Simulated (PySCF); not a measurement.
# `C/C(F)=P/C1=CCCC1`, C₇H₁₀FP

Geometry:
| atom | x (Å) | y (Å) | z (Å) |
| --- | --- | --- | --- |
| C1 | 3.806 | 0.199 | 0.081 |
| C2 | 2.319 | 0.217 | 0.006 |
| F3 | 1.854 | 1.221 | -0.779 |
| P4 | 1.344 | -0.885 | 0.827 |
| C5 | -0.350 | -0.433 | 0.399 |
| C6 | -1.379 | -0.927 | 1.096 |
| C7 | -2.698 | -0.446 | 0.587 |
| C8 | -2.344 | 0.198 | -0.764 |
| C9 | -0.830 | 0.462 | -0.714 |
| H10 | 4.132 | -0.621 | 0.714 |
| H11 | 4.176 | 1.141 | 0.488 |
| H12 | 4.234 | 0.081 | -0.916 |
| H13 | -1.300 | -1.578 | 1.951 |
| H14 | -3.121 | 0.285 | 1.284 |
| H15 | -3.420 | -1.258 | 0.487 |
| H16 | -2.568 | -0.500 | -1.572 |
| H17 | -2.908 | 1.112 | -0.943 |
| H18 | -0.341 | 0.236 | -1.662 |
| H19 | -0.615 | 1.505 | -0.472 |

Computed, not measured: GIAO PBE0/pcSseg-1 magnetisability, rotational g tensor and spin-rotation constants, non-relativistic, gas phase (PySCF). Geometry: GFN2-xTB.

(1) Give the nuclear spin-rotation constants along the inertial axes (H = +C I·J) beside the isotropic shieldings.

## Answers

(1) Rotational constants 3.3136, 0.8018, 0.6632 GHz. A star marks the isotopologue with that one atom substituted, in its own axes.
```csv
atom,isotope,Caa (kHz),Cbb (kHz),Ccc (kHz),mean (kHz),σ (ppm)
F3,19F,8.374,1.544,0.266,3.395,189.0
P4,31P,6.955,1.786,0.904,3.215,192.6
H10,1H,-0.294,0.018,-0.077,-0.117,29.2
H11,1H,-0.246,-0.080,-0.006,-0.111,29.2
H12,1H,-0.253,-0.057,-0.025,-0.111,29.3
H13,1H,-0.324,0.086,-0.078,-0.106,25.3
H14,1H,-0.274,-0.089,0.013,-0.116,29.1
H15,1H,-0.062,-0.073,-0.043,-0.059,29.2
H16,1H,-0.332,-0.083,0.014,-0.134,29.8
H17,1H,-0.272,-0.020,-0.048,-0.114,29.6
H18,1H,-0.269,-0.053,-0.011,-0.111,28.7
H19,1H,-0.311,-0.047,-0.004,-0.121,28.5
C1,13C*,0.433,0.136,0.108,0.226,159.7
C2,13C*,1.700,0.433,0.191,0.774,-32.7
C5,13C*,1.306,0.384,0.115,0.602,33.8
C6,13C*,1.267,0.383,0.117,0.589,34.8
C7,13C*,0.550,0.128,0.125,0.268,148.8
C8,13C*,0.458,0.116,0.120,0.231,159.8
C9,13C*,0.550,0.131,0.136,0.272,145.2
```
For the geometry as given, no vibrational averaging.
